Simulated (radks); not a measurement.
The chlorine ion Cl+ inside a hard spherical wall (all orbitals vanish at R), configuration held at [Ne] 3s2 3p4 and not refilled when levels cross. Calculated with a radial shooting solver on a logarithmic mesh with Libxc functionals: scalar-relativistic Kohn-Sham, LDA (Slater exchange, VWN5 correlation), spin-polarised, spherical densities, point nucleus; open shells are filled with parallel spins first. Eigenvalues in eV for spin up, with the zero of energy where the potential of the charges vanishes at infinity; a dash marks a level that is unbound or too diffuse for the functional's potential to be trusted. A positive occupied level is held by the wall or, in an anion where self-interaction has pushed it up, behind a barrier. The pressure on the wall is -dE/dV.

R (bohr)	E (hartree)	kinetic (hartree)	e(2s)	e(2p)	e(3s)	e(3p)	e(4s, empty)	e(3d, empty)	pressure (GPa)
free	-459.64400	461.387	-264.60	-204.58	-32.920	-20.302	-5.723	-4.501	0
12	-459.64400	461.387	-264.60	-204.58	-32.920	-20.302	-5.717	-4.499	< 0.0001
10	-459.64400	461.387	-264.60	-204.58	-32.920	-20.302	-5.676	-4.486	< 0.0001
4	-459.57340	461.901	-262.58	-202.54	-31.566	-18.769	7.853	-0.716	21.5
3.5	-459.44360	462.646	-260.20	-200.13	-29.932	-16.849	17.974	2.245	80.1
3	-459.07074	464.441	-255.30	-195.15	-26.291	-12.566	37.320	7.961	316
2	-454.52527	479.923	-226.70	-165.79	4.824	21.980	164.51	44.250	6930
1.5	-442.24366	512.442	-188.98	-126.28	77.010	95.116	393.31	104.98	47500
